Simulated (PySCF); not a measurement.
# Worked example: oscillator strength and radiative lifetime

Si(H)(F)(Cl)(OH) (ClFH2OSi), SMILES O[SiH](F)Cl.

Coordinates come from a PBE-D3(BJ)/def2-SVP optimisation. Other conformers were not sampled.

TDA-B3LYP/def2-SVPD (PySCF) puts the first singlet state with f over 0.02 at 7.95 eV (vertical), with the transition dipole (-0.317, -0.071, 0.141) in atomic units.

Find the oscillator strength, the wavelength and the radiative lifetime that this transition would have in vacuum if emission retraced absorption.


|μ|² = 0.1254 au, so |μ| = 0.90 D. ΔE = 7.95/27.211 = 0.2922 hartree. f = (2/3) ΔE |μ|² = 0.024 (the program prints 0.024).
λ = 1239.84/7.95 = 156 nm; ν = 64121 cm⁻¹.
Einstein's coefficient A = 0.6670 ν² f s⁻¹ (ν in cm⁻¹) = 6.7e7 s⁻¹, so τ = 1/A = 15 ns. This state is S1. The figure is the radiative limit of this one transition; relaxation, internal conversion, crossing to triplets and a medium change what is measured.
